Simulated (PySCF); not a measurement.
Compound: C3H8O3Si.
SMILES with atom numbers: `[OH:1][SiH:2]1[O:3][CH2:4][CH2:5][CH2:6][O:7]1` (hydrogens: H8 on O1; H9 on Si2; H10, H11 on C4; H12, H13 on C5; H14, H15 on C6)

Computed with PySCF at PBE0/pcSseg-1 and B3LYP/def2-SVPD, non-relativistic, on one gas-phase PBE0-D3(BJ)/def2-SVP geometry that isn't relaxed in the solvent. The solvent is an IEF-PCM continuum (Bondi radii, 1.10 Å for H, scaled by 1.2). The model holds no explicit solvent molecules, cavitation or dispersion.

Gas phase at PBE0/pcSseg-1: HOMO -8.17 eV, LUMO 1.20 eV, dipole 3.08 D.

What does the continuum do to the energy, the frontier levels and the dipole at PBE0/pcSseg-1 in chloroform and acetonitrile?

```json
{"solvent": "chloroform", "ε": "4.711", "E(solvent) − E(gas) (kJ/mol)": "-21.95", "polarisation term (kJ/mol)": "-23.83", "distortion of the solute (kJ/mol)": "1.88", "HOMO (eV)": "-8.12", "LUMO (eV)": "1.39", "dipole (D)": "3.64"}
{"solvent": "acetonitrile", "ε": "35.69", "E(solvent) − E(gas) (kJ/mol)": "-30.56", "polarisation term (kJ/mol)": "-34.26", "distortion of the solute (kJ/mol)": "3.70", "HOMO (eV)": "-8.10", "LUMO (eV)": "1.43", "dipole (D)": "3.86"}
```

Polarisation term: ½ Σ q·V over the induced surface charges. Distortion: the rise of the solute's own energy as its density leaves the gas-phase optimum. From chloroform to acetonitrile the lowering changes by a factor 1.39, Onsager's factor (ε − 1)/(2ε + 1) by 1.35 and ε itself by 7.6.

Which radius a makes the point-dipole formula ΔE = −[(ε − 1)/(2ε + 1)]·μ²/a³ give the value in acetonitrile, with the gas-phase dipole?

μ = 1.211 au and |ΔE| = 0.01164 Eh give a = 2.08 Å; the farthest nucleus lies 3.17 Å from the centroid of the nuclei, so such a sphere wouldn't even hold the nuclei. The formula assumes a rigid point dipole at the centre of a sphere.

Which Hirshfeld charges (PBE0/pcSseg-1) respond most in acetonitrile (means over atoms taken as equivalent)?

```tsv
atoms	environment	gas (e)	solvent (e)	change
O1	silanol oxygen	-0.303	-0.318	-0.015
H8	hydroxyl hydrogen	+0.180	+0.194	+0.014
O3/O7	silyl ether oxygen	-0.246	-0.258	-0.012
H12	methylene hydrogen	+0.051	+0.061	+0.010
Si2	oxygen-bound silicon	+0.503	+0.495	-0.008
H11/H15	methylene hydrogen	+0.035	+0.042	+0.007
C5	ring CH2 carbon	-0.081	-0.077	+0.004
H10/H14	methylene hydrogen	+0.046	+0.049	+0.003
```

Which Mayer bond orders change most in acetonitrile?

| bond | length (Å) | gas | solvent | change |
| --- | --- | --- | --- | --- |
| O3–C4 | 1.410 | 0.888 | 0.866 | -0.022 |
| C6–O7 | 1.410 | 0.887 | 0.866 | -0.021 |
| O1–H8 | 0.962 | 0.925 | 0.911 | -0.014 |
| C4–C5 | 1.521 | 1.032 | 1.038 | +0.006 |
| C5–C6 | 1.521 | 1.033 | 1.039 | +0.006 |
| O7–Si2 | 1.660 | 0.950 | 0.956 | +0.006 |
| Si2–O3 | 1.661 | 0.950 | 0.955 | +0.005 |
| O1–Si2 | 1.641 | 1.098 | 1.094 | -0.004 |

How do the nuclear quadrupole coupling constants eQVzz/h respond in acetonitrile?

```csv
nucleus,Q (barn),gas (MHz),solvent (MHz),η gas,η solvent
17O at O1,-0.0256,-8.84,-8.33,0.52,0.52
17O at O3,-0.0256,-10.34,-10.10,0.39,0.41
17O at O7,-0.0256,-10.35,-10.11,0.39,0.40
```

Gas phase at B3LYP/def2-SVPD: HOMO -8.00 eV, LUMO 0.13 eV, dipole 2.97 D.

What does the continuum do to the energy, the frontier levels and the dipole at B3LYP/def2-SVPD in acetonitrile?

| solvent | ε | E(solvent) − E(gas) (kJ/mol) | polarisation term (kJ/mol) | distortion of the solute (kJ/mol) | HOMO (eV) | LUMO (eV) | dipole (D) |
| --- | --- | --- | --- | --- | --- | --- | --- |
| acetonitrile | 35.69 | -28.28 | -32.69 | 4.41 | -7.91 | 0.28 | 3.88 |

How does the static polarisability (B3LYP/def2-SVPD, frozen core, with the continuum's full static response) change?

```csv
medium,isotropic (au),principal values (au),⟨r²⟩ of the electrons (bohr²)
gas,68.5,"63.4, 65.1, 77.0",862.0
acetonitrile,89.3,"85.5, 85.7, 96.8",861.6
```

The isotropic value in acetonitrile is 1.30 times the gas-phase one; no cavity-field correction is applied. ⟨r²⟩ is taken about the centre of nuclear charge.
